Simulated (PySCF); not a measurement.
# Hafnium: a sound run and one with changed settings

Sound run: Hf [Xe] 4f14 5d2 6s2, Hf⁺ [Xe] 4f14 5d1 6s2. All numbers are calculated (PySCF 2.14, scalar relativity through the core potential, in aug-cc-pVDZ-PP with ECP60MDF). The sound run starts from symmetry-adapted Hartree-Fock orbitals and uses a fine grid where one is needed.

Changed run: initial guess 1e, at most 50 SCF cycles.

```csv
species,method,sound run (hartree),changed run (hartree),converged
Hf,UHF,-47.94326,-47.73212,no
Hf,BP86,-48.52007,-48.52007,yes
Hf,MN15,-48.38907,-48.38930,yes
Hf⁺,UHF,n/a,-47.73053,yes
Hf⁺,BP86,-48.26429,-48.26429,yes
Hf⁺,MN15,-48.14542,-48.14542,yes
```

Ionisation energy of Hf:

```csv
method,sound run (eV),changed run (eV)
MN15,6.630,6.636
```

The plain start fixes occupations by D2h representation alone, and Hf at MN15, Hf⁺ at UHF landed in another state (other ⟨L²⟩ or ⟨S²⟩). 

For comparison, NIST gives 6.825 eV between the lowest levels.
